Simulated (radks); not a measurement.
Species: Te II. Configuration: [Kr] 4d10 5s2 5p(up 3, down 0) (the NIST ground configuration).

Method: scalar-relativistic Kohn-Sham, BLYP, spin-polarised, spherical densities, finite nucleus; Fermi nuclear charge, rms radius 4.7423 fm; computed with a radial shooting solver on a logarithmic mesh with Libxc functionals.

Energy parts (eV):
part                       energy
total                 -184891.202
kinetic                193716.755
electron-nucleus      -446788.095
Hartree                 72968.434
exchange-correlation    -4788.295

Orbitals (lengths in bohr, moments of r in powers of bohr; <r^-3> diverges for s and p1/2; r(90%) holds 90 % of the orbital's charge):
1s up: occ. 1; eigenvalue (eV) -31640.47; <1/r> 55.57; <r^2> 0.001048; r(90%) 0.0500
1s down: occ. 1; eigenvalue (eV) -31640.38; <1/r> 55.57; <r^2> 0.001048; r(90%) 0.0500
2s up: occ. 1; eigenvalue (eV) -4859.538; <1/r> 12.72; <r^2> 0.01694; r(90%) 0.185
2s down: occ. 1; eigenvalue (eV) -4859.498; <1/r> 12.72; <r^2> 0.01694; r(90%) 0.185
2p up: occ. 3; eigenvalue (eV) -4363.835; <r^-3> 5397; <1/r> 12.19; <r^2> 0.01339; r(90%) 0.170
2p down: occ. 3; eigenvalue (eV) -4363.762; <r^-3> 5397; <1/r> 12.19; <r^2> 0.01339; r(90%) 0.170
3s up: occ. 1; eigenvalue (eV) -973.7753; <1/r> 4.543; <r^2> 0.1187; r(90%) 0.474
3s down: occ. 1; eigenvalue (eV) -973.6964; <1/r> 4.543; <r^2> 0.1187; r(90%) 0.474
3p up: occ. 3; eigenvalue (eV) -812.6444; <r^-3> 1021; <1/r> 4.322; <r^2> 0.1190; r(90%) 0.481
3p down: occ. 3; eigenvalue (eV) -812.5548; <r^-3> 1021; <1/r> 4.322; <r^2> 0.1190; r(90%) 0.481
3d up: occ. 5; eigenvalue (eV) -568.8354; <r^-3> 140.6; <1/r> 4.088; <r^2> 0.1044; r(90%) 0.467
3d down: occ. 5; eigenvalue (eV) -568.7500; <r^-3> 140.6; <1/r> 4.088; <r^2> 0.1044; r(90%) 0.467
4s up: occ. 1; eigenvalue (eV) -172.9831; <1/r> 1.823; <r^2> 0.6607; r(90%) 1.10
4s down: occ. 1; eigenvalue (eV) -172.7926; <1/r> 1.823; <r^2> 0.6605; r(90%) 1.10
4p up: occ. 3; eigenvalue (eV) -123.0286; <r^-3> 194.7; <1/r> 1.665; <r^2> 0.7695; r(90%) 1.20
4p down: occ. 3; eigenvalue (eV) -122.8326; <r^-3> 194.7; <1/r> 1.665; <r^2> 0.7681; r(90%) 1.20
4d up: occ. 5; eigenvalue (eV) -50.3631; <r^-3> 19.54; <1/r> 1.367; <r^2> 1.116; r(90%) 1.50
4d down: occ. 5; eigenvalue (eV) -50.0435; <r^-3> 19.67; <1/r> 1.372; <r^2> 1.101; r(90%) 1.48
5s up: occ. 1; eigenvalue (eV) -23.9647; <1/r> 0.6376; <r^2> 4.658; r(90%) 2.96
5s down: occ. 1; eigenvalue (eV) -22.2170; <1/r> 0.6427; <r^2> 4.660; r(90%) 2.97
5p up: occ. 3; eigenvalue (eV) -14.1960; <r^-3> 18.75; <1/r> 0.5190; <r^2> 6.916; r(90%) 3.64
5p down: occ. 0; eigenvalue (eV) -12.4423; <r^-3> 18.34; <1/r> 0.5110; <r^2> 7.305; r(90%) 3.78

The highest occupied level is 5p up at -14.196 eV. The electron density at the nucleus is 2.351e+05 e/bohr^3 (large components only). Spin moment in Bohr magnetons: 3. The density falls to 0.001 e/bohr^3 at r = 4.23 bohr. Summed over all electrons, <r^2> = 49.20 bohr^2, which gives a Langevin (diamagnetic) susceptibility term of -39 x 10^-6 cm^3/mol.
